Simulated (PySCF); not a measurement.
Computed IR spectrum (relative IR intensity) of a molecule C4H6F2. The structure is a stationary point at PBE-D3(BJ)/def2-SVP. The values are those of a single conformer. Method: PBE-D3(BJ)/def2-SVP (PySCF). Harmonic, unscaled wavenumbers; measured fundamentals usually lie a few per cent lower.

Lines under 2 % of the strongest are left out, and lines within 2 cm⁻¹ are merged.

| ν (cm⁻¹) | relative intensity |
|---|---|
| 31 | 2.1 |
| 246 | 4.4 |
| 374 | 9.2 |
| 449 | 5.7 |
| 541 | 9.5 |
| 728 | 29 |
| 779 | 2.3 |
| 815 | 11 |
| 907 | 14 |
| 1022 | 17 |
| 1030 | 46 |
| 1078 | 71 |
| 1145 | 60 |
| 1228 | 51 |
| 1298 | 10 |
| 1324 | 13 |
| 1338 | 25 |
| 1365 | 24 |
| 1404 | 7.7 |
| 1696 | 100 |
| 2961 | 50 |
| 2982 | 12 |
| 3078 | 15 |
| 3088 | 11 |
| 3110 | 6.2 |
| 3137 | 9.1 |

Question: Identify the compound among the candidates.
A) C[C@H]1[C@@H](F)[C@H]1F
B) CC/C(F)=C/F
C) FC(F)C1CC1
D) C[C@@H](F)/C=C\F

Answer: D, C[C@@H](F)/C=C\F
